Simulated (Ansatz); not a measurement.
Ansatz (an electronic-structure program) input (CCSD(T)/aug-cc-pV(T+d)Z):
A basis named .json is the Basis Set Exchange file of that set.

Ansatz 0.2 input:
```yaml
crystal:
  periodic: [false, false, false]
  atoms:
    - {symbol: Si, position_ang: [-0.12685907, 0.08341675, -0.00754823]}
    - {symbol: F, position_ang: [0.59270119, -0.42986368, -1.40585576]}
    - {symbol: F, position_ang: [-0.56436549, -1.37438442, 0.57765104]}
    - {symbol: N, position_ang: [-1.40249068, 1.09080475, -0.04655352]}
    - {symbol: N, position_ang: [1.30075115, 0.51759544, 0.92746747]}
    - {symbol: H, position_ang: [-1.24146395, 2.02121126, -0.41480733]}
    - {symbol: H, position_ang: [1.27416168, 1.45273315, 1.30376287]}
    - {symbol: H, position_ang: [2.20048463, 0.33765279, 0.50416452]}
basis:
  gaussian:
    orbitals: aug-cc-pV_T+d_Z.json
total_charge: -1
magnetization: {spin_polarized: false}
correlation: {method: ccsd_t, electrons: outside_noble_gas}
```

End of the output:

```
integrals: 2.97 GiB planned
1820 factors; integrals over basis functions are off by at most 7.0e-4 eV
1.93 GiB of device memory are held for the factors and their scratch space
mean field: 1.82 GiB planned
mean field evaluation 1: about -16290.0954 eV, gradient 4.4e1 eV
mean field evaluation 2: about -16290.2484 eV, gradient 4.5e1 eV
mean field evaluation 4: about -16294.2185 eV, gradient 4.2e0 eV
mean field evaluation 8: about -16294.2801 eV, gradient 3.3e-1 eV
mean field evaluation 16: about -16292.6126 eV, gradient 2.7e1 eV
mean field -16294.28068531 eV, -598.8037705251 hartree, gradient 7.5e-6 eV, S^2 0.000000; 0 other end points of the search recorded, 0 dependent functions left out
9 core orbitals not correlated
reference -16294.28068531 eV, -598.8037705251 hartree; 16, 16 occupied and 283, 283 virtual orbitals, 1820 factors
second order -29.69855573 eV of doubles, -0.00000000 eV of singles
coupled cluster: 15.38 GiB planned
cycle   1  -29.17102343 eV  change    5.3e-1 eV  update   1.1e-1
cycle   2  -29.76708354 eV  change   -6.0e-1 eV  update   3.4e-2
cycle   3  -29.91360992 eV  change   -1.5e-1 eV  update   1.7e-2
cycle   4  -29.89674709 eV  change    1.7e-2 eV  update   4.2e-3
cycle   5  -29.89109777 eV  change    5.6e-3 eV  update   2.3e-3
cycle   6  -29.89213489 eV  change   -1.0e-3 eV  update   8.7e-4
cycle   7  -29.89252242 eV  change   -3.9e-4 eV  update   4.2e-4
cycle   8  -29.89230964 eV  change    2.1e-4 eV  update   2.0e-4
cycle   9  -29.89220775 eV  change    1.0e-4 eV  update   7.5e-5
cycle  10  -29.89231113 eV  change   -1.0e-4 eV  update   4.0e-5
cycle  11  -29.89225641 eV  change    5.5e-5 eV  update   1.9e-5
cycle  12  -29.89224606 eV  change    1.0e-5 eV  update   7.7e-6
perturbative correction -1.14534660 eV, -0.0420907112 hartree
Total energy: -16325.31827797 eV, -599.9443810171 hartree
```

It need not be the lowest isomer of its formula. Whether it binds its extra electron was not tested at this geometry.
